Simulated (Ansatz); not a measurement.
`O[PH][SbH2]` + `OO` → `OPO` + `[OH][SbH2]`  (formal exchange of groups at a P–Sb bond)

Gas-phase electronic energies from Ansatz, PBE0-D4/def2-TZVP geometries. CCSD(T)/CBS adds triple-zeta CCSD(T) − MP2 to the extrapolated MP2 energy (def2 sets, frozen cores). This one scheme is used for every species. Functionals use def2-TZVPP. HSE06 is defined as in plane-wave codes. Elements past krypton have def2 core potentials. For Sb outer-core shells are correlated without core-valence functions, which leaves a few kJ/mol of doubt a bond. One conformer a species, not always the lowest.

Is it downhill or uphill in electronic energy at CCSD(T)/CBS, and by how much? (Best estimate.)

Ansatz gave: Downhill: ΔE = -346.3 kJ/mol.

What do these levels give: BLYP-D4, B97M-V, BHLYP-D4, CAM-B3LYP-D4, ωB97X-V, HSE06, CAM-B3LYP, LC-ωPBE, CCSD/def2-SVP, SCS-MP2/def2-TZVPP, CCSD/def2-TZVPP, CCSD(T)/def2-TZVPP? (Estimate.)

Ansatz gave: BLYP-D4 -316.5, B97M-V -338.7, BHLYP-D4 -347.5, CAM-B3LYP-D4 -345.1, ωB97X-V -338.9, HSE06 -323.3, CAM-B3LYP -348.6, LC-ωPBE -343.1, CCSD/def2-SVP -305.9, SCS-MP2/def2-TZVPP -355.1, CCSD/def2-TZVPP -345.2, CCSD(T)/def2-TZVPP -339.1 kJ/mol.

Largest T1 diagnostic among the species: 0.014.

Leaving LDA and LC-ωPBE aside and taking each functional with its dispersion term where it has one, the values, not all of them listed here, spread over 44.2 kJ/mol, from BHLYP-D4 to revPBE-D4. LDA lies −9.0 kJ/mol from PBE without D4. From BLYP to BHLYP (50 % exact exchange), in def2-TZVPP and without D4, ΔE moves by −31.5 kJ/mol. In def2-TZVPP, CCSD(T) changes the Hartree–Fock value by +34.4 kJ/mol (the triples alone add +6.1 kJ/mol) and MP2 by +16.9 kJ/mol.
